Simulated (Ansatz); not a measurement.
A nudged elastic band was laid between two geometries of CH₅F₂NOSi (11 atoms, charge 0, multiplicity 1).

Level of theory: RKS PBE-D4/STO-3G in Ansatz.

```yaml
movable_images: 5
climbing_image: yes
spring: 0.1 eV/Å²
optimiser: quadratic models (default)
start_path: IDPP
force_threshold: 0.03 eV/Å
iteration_limit: 60
end_points: relaxed
```

Initial state:

```xyz
11
Properties=species:S:1:pos:R:3
N -0.231 -2.011 0.735
C -0.104 -0.488 0.616
F 0.995 0.047 1.350
O 0.065 -0.243 -0.813
Si 0.014 1.456 -1.184
F -1.485 2.040 -0.812
H 0.715 -2.362 0.370
H -0.130 -2.182 1.789
H -1.066 -0.051 1.047
H 1.022 2.237 -0.455
H 0.270 1.501 -2.623
```

Final state:

```xyz
11
Properties=species:S:1:pos:R:3
N -0.168 -1.976 0.458
C -0.265 -0.507 0.808
F 1.015 0.217 0.679
O -1.116 0.203 -0.096
Si -0.028 1.407 -0.832
F -1.138 2.073 -1.864
H 0.308 -2.020 -0.497
H 0.564 -2.383 1.123
H -0.584 -0.461 1.899
H 0.428 2.507 0.029
H 1.049 0.884 -1.687
```

(1) What changes between the two ends?

(2) What energy profile does the band end with?

(3) What is the geometry of the highest image?

## Answers

(1) No bond is made or broken. The dihedral C2–O4–Si5–H10 goes from 57 to -70°.

(2) The run converged. The highest image is number 3 of 0 to 6, 0.048 eV above the first end and 0.097 eV above the last; the last end lies 0.049 eV below the first. Another band between the same ends (5 images) ends at a top of the same energy, where a vibrational analysis finds 1 clearly imaginary mode. Limits of this set-up: minimal basis.

```json
{"image": "0", "path coordinate (Å)": "0.00", "energy (eV)": "0.000", "dihedral C2–O4–Si5–H10 (°)": "57"}
{"image": "1", "path coordinate (Å)": "0.71", "energy (eV)": "0.007", "dihedral C2–O4–Si5–H10 (°)": "41"}
{"image": "2", "path coordinate (Å)": "1.43", "energy (eV)": "0.032", "dihedral C2–O4–Si5–H10 (°)": "18"}
{"image": "3", "path coordinate (Å)": "2.14", "energy (eV)": "0.048", "dihedral C2–O4–Si5–H10 (°)": "-10"}
{"image": "4", "path coordinate (Å)": "2.89", "energy (eV)": "0.027", "dihedral C2–O4–Si5–H10 (°)": "-36"}
{"image": "5", "path coordinate (Å)": "3.64", "energy (eV)": "-0.037", "dihedral C2–O4–Si5–H10 (°)": "-57"}
{"image": "6", "path coordinate (Å)": "4.38", "energy (eV)": "-0.049", "dihedral C2–O4–Si5–H10 (°)": "-70"}
```

(3) 
```xyz
11
Properties=species:S:1:pos:R:3
N -0.328 -1.992 0.787
C 0.029 -0.511 0.625
F 1.424 -0.239 0.769
O -0.408 -0.164 -0.717
Si -0.142 1.530 -1.049
F -1.578 2.077 -1.650
H 0.278 -2.473 0.043
H 0.182 -2.268 1.690
H -0.523 0.046 1.455
H 0.242 2.280 0.152
H 0.888 1.657 -2.085
```

Time of the run: 3.6 min on 1 thread of Arm Neoverse N1 (shared host), peak memory 0.11 GiB.
